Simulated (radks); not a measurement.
All-electron atom: the platinum ion Pt2+ in [Kr] 4d10 4f14 5s2 5p(1/2: 1, 3/2: 4) 5d(3/2: 4, 5/2: 5) (not the ground configuration). All-electron calculation, Dirac Kohn-Sham, PBE, spin-unpolarised, spherical densities, finite nucleus; Fermi nuclear charge, rms radius 5.427 fm. Program: a radial shooting solver on a logarithmic mesh with Libxc functionals.

Unscreened Slater integrals over Kohn-Sham orbitals (cm^-1). Large and small components are both included.

integral,value
"F0(5d5/2,5d5/2)",128190
"F2(5d5/2,5d5/2)",66288
"F4(5d5/2,5d5/2)",43801
"F0(5d5/2,5d3/2)",130350
"F2(5d5/2,5d3/2)",67389
"G2(5d5/2,5d3/2)",67302
"G4(5d5/2,5d3/2)",44503
"F0(5d5/2,5p3/2)",146290
"F2(5d5/2,5p3/2)",72314
"G1(5d5/2,5p3/2)",87353
"G3(5d5/2,5p3/2)",53985
"F0(5d5/2,5p1/2)",150160
"G3(5d5/2,5p1/2)",49350
"F0(5d3/2,5d3/2)",132630
"F2(5d3/2,5d3/2)",68669
"F0(5d3/2,5p3/2)",149630
"F2(5d3/2,5p3/2)",75076
"G1(5d3/2,5p3/2)",92202
"G3(5d3/2,5p3/2)",56996
"F0(5d3/2,5p1/2)",153840
"G1(5d3/2,5p1/2)",85312
"F0(5p3/2,5p3/2)",175980
"F2(5p3/2,5p3/2)",94806
"F0(5p3/2,5p1/2)",183440
"G2(5p3/2,5p1/2)",96337
"F0(5p1/2,5p1/2)",192310
